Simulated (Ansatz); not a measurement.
`O[SiH](O)C[SiH](Cl)Cl` at its PBE0-D4/def2-TZVP geometry, where that method's forces vanish. Total charge 0; spin multiplicity 1.

```tsv
atom	x (Å)	y (Å)	z (Å)
O1	-0.8656	0.0211	-1.8094
Si2	-1.3293	-0.2289	-0.2515
O3	-1.8984	1.1188	0.4818
C4	0.2219	-0.8703	0.5620
Si5	1.7412	0.1188	0.2224
Cl6	1.3801	2.1054	0.6574
Cl7	3.2865	-0.4985	1.4196
H8	-1.5157	0.3566	-2.4282
H9	-2.4522	-1.1908	-0.1713
H10	-1.2633	1.8239	0.6355
H11	0.0665	-0.9211	1.6444
H12	0.4174	-1.8900	0.2093
H13	2.2109	0.0549	-1.1720
```

Problem. For each bond, give half the difference of the two atoms' forces along it (eV/Å; positive pushes the atoms apart) under PBE-D4, r2SCAN-D4, B3LYP-D4, ωB97M-V in def2-TZVPP. (Estimate.)

Solution. Computed: 
```csv
bond,length (Å),PBE-D4,r2SCAN-D4,B3LYP-D4,ωB97M-V
O1–Si2,1.645,0.25,0.04,0.14,0.13
O1–H8,0.958,0.32,0.02,-0.03,-0.05
Si2–O3,1.636,0.25,0.04,0.11,0.12
Si2–C4,1.865,-0.07,-0.01,0.05,-0.01
Si2–H9,1.481,-0.01,-0.04,-0.20,-0.21
O3–H10,0.961,0.35,0.01,-0.03,-0.07
C4–Si5,1.844,-0.01,-0.01,0.06,-0.01
C4–H11,1.095,0.11,0.01,-0.07,-0.03
C4–H12,1.097,0.09,-0.01,-0.07,-0.04
Si5–Cl6,2.066,0.18,0.06,0.19,0.08
Si5–Cl7,2.050,0.18,0.06,0.16,0.07
Si5–H13,1.473,0.06,-0.04,-0.18,-0.19
```

B3LYP here is the variant with VWN-RPA as its local correlation; programs differ in this.
